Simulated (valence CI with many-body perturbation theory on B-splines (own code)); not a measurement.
## Questions on Pb⁷⁶⁺

Method: valence CI with perturbative core correlation (CI+MBPT): four valence electrons over a frozen Dirac-Fock core [He], radial functions for each j: 9 s, 9 p, 8 d, 6 f, 3 g, 1 h, with the one-electron correlation potential Σ1 (screened to all orders), the two-electron term Σ2, the three-electron term Σ3, Breit, model QED; selected single and double excitations, second order for the rest, scaled by the run's own slope (own B-spline code, finite nucleus).

No measured spectrum was set against this ion. As an estimate, large intervals hold to a few tenths of a per cent, small ones and those within an open d or f shell to about a per cent.

Levels are named by their leading jj configuration (3d3/2^4 stands for four electrons in 3d with j = 3/2), which in mixed levels can hold well under half, so a name can repeat and another be missing.

Rates and lifetimes use the calculated energies. Strong lines usually hold to 10 to 20 %, long lifetimes can be off by a factor of two.

Task: What is the ground level?

Result: (2s^2 2p1/2^2) J=0, composition 68 % 2s²2p² ³P + 32 % 2s²2p² ¹S.

Task: Name the longest-lived excited levels whose lifetime is computed, and their main decay.

Result: (2s^2 2p1/2 2p3/2) J=2 at 18578 × 10³ cm⁻¹ lives 1.69 ns, mostly by E2 to (2s^2 2p1/2^2) J=0; (2s 2p1/2^2 2p3/2) J=2 at 21335 × 10³ cm⁻¹ lives 22.7 ps, mostly by E1 to (2s^2 2p1/2 2p3/2) J=1; (2s^2 2p1/2 2p3/2) J=1 at 18432 × 10³ cm⁻¹ lives 14.0 ps, mostly by M1 to (2s^2 2p1/2^2) J=0.

Task: What are the static dipole polarisabilities of the lowest levels?

Result: (2s^2 2p1/2^2) J=0 4.03e-05 bohr³, of which the core gives 1.32e-07.

Task: How well does LS coupling describe the low levels?

Result: Among the lowest 20 levels the leading LS term, summed over configurations, holds 67 % on average. For single configurations the figures are 67 % in LS and 100 % in jj coupling. Terms mix most in the J = 1 level at 22151 × 10³ cm⁻¹, where the leading one holds 31 %.

Task: Among levels below 119000 × 10³ cm⁻¹, which E1 lines absorb most strongly from the ground level?

Result: to (2s^2 2p1/2 3d3/2) J=1 at 0.08723 nm, f = 1.05; to (2s 2p1/2^2 2p3/2) J=1 at 0.4514 nm, f = 0.322; to (2s 2p1/2^2 3p1/2) J=1 at 0.09015 nm, f = 0.303.

Task: Where does the other parity begin?

Result: At (2s 2p1/2^2 2p3/2) J=2, 21335 × 10³ cm⁻¹.

Task: What is the ionisation energy?

Result: 23464 eV; NIST lists 23460 ± 110 eV (theoretical).
